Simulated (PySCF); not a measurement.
# Polarisability and C₆ of Ga (gallium, neutral)

[Ar] 3d10 4s2 4p1, 2P determinant. All numbers are calculated (PySCF 2.14, the spin-free X2C one-electron Hamiltonian (Gaussian nucleus), in aug-cc-pVQZ-DK (8s7p5d3f2g, 93 functions)). Coupled (time-dependent) response in atomic units; α is the mean over directions.

```
 method  mean α (bohr³)         α xx, yy, zz  C₆ (like pair)  S(−4)
wB97X-V           55.13  43.11, 79.16, 43.11           463.1   2037
```

S(−4) is the Cauchy moment in α(ω) = α(0) + S(−4) ω² + …

Reference α: 50 ± 3 bohr³ (recommended; Schwerdtfeger and Nagle, table of static dipole polarizabilities (2023 update)). Published C₆: 498.0 (Chu and Dalgarno (2004); Tang, Norbeck and Certain (1976)).

Spin-orbit coupling is absent.

α(iu) at wB97X-V:

| u (hartree) | α(iu) (bohr³) |
| --- | --- |
| 0 | 55.13 |
| 0.0500 | 50.69 |
| 0.100 | 42.00 |
| 0.200 | 27.40 |
| 0.300 | 18.53 |
| 0.500 | 9.838 |
| 0.750 | 5.534 |
| 1.00 | 3.621 |
| 1.50 | 1.981 |
| 2.00 | 1.287 |
| 3.00 | 0.6858 |
| 5.00 | 0.2920 |

A single London oscillator, α(iu) = α/(1 + u²/ω²), gives C₆ = (3/4) ω α². Matching the computed C₆ needs ω = 4 × 463.1 / (3 × 55.13²) = 0.203 hartree.

The components differ because the open shell of this determinant is not spherical; for a pure term their mean is the scalar polarisability.
